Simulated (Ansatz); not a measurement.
Reaction (formal exchange of groups at the Sn–F bond): `N#[C][SnH2][F]` + `C#N` → `N#[C][SnH2][C]#N` + H–F

Gas-phase electronic energies from Ansatz, PBE0-D4/def2-TZVP geometries. CCSD(T)/CBS adds triple-zeta CCSD(T) − MP2 to the extrapolated MP2 energy (def2 sets, frozen cores). This one scheme is used for every species. Functionals use def2-TZVPP. def2 core potentials past Kr. For Sn outer-core shells are correlated without core-valence functions, which leaves a few kJ/mol of doubt a bond.

| level | ΔE (kJ/mol) | difference from CCSD(T)/CBS |
| --- | --- | --- |
| r2SCANh-D4 | 38.6 | 10.1 |
| CAM-B3LYP-D4 | 41.7 | 13.2 |
| ωB97M-V | 35.1 | 6.6 |
| revPBE | 40.4 | 11.9 |
| BHLYP | 41.6 | 13.1 |
| RPA@PBE/def2-TZVPP | 23.4 | -5.1 |
| CCSD(T)/def2-SVP | 36.4 | 7.9 |
| SCS-MP2/def2-TZVPP | 25.1 | -3.4 |
| HF/CBS(def2) | 45.4 | 16.9 |
| MP2/CBS(def2) | 24.6 | -3.9 |
| CCSD(T)/CBS | 28.5 | 0 |

Largest T1 diagnostic among the species: 0.015.

At CCSD(T), def2-SVP lies +7.9 kJ/mol from the extrapolated value and def2-TZVPP −6.0 kJ/mol. From BLYP to BHLYP (50 % exact exchange), in def2-TZVPP and without D4, ΔE moves by −9.2 kJ/mol. The D4 term adds −4.7 kJ/mol with B3LYP and −2.7 kJ/mol with PBE0; it sums over pairs of atoms, weighted by their polarisabilities, and B3LYP, whose exchange is more repulsive, gets the larger term.

B3LYP here is the variant with VWN-RPA as its local correlation; programs differ in this.
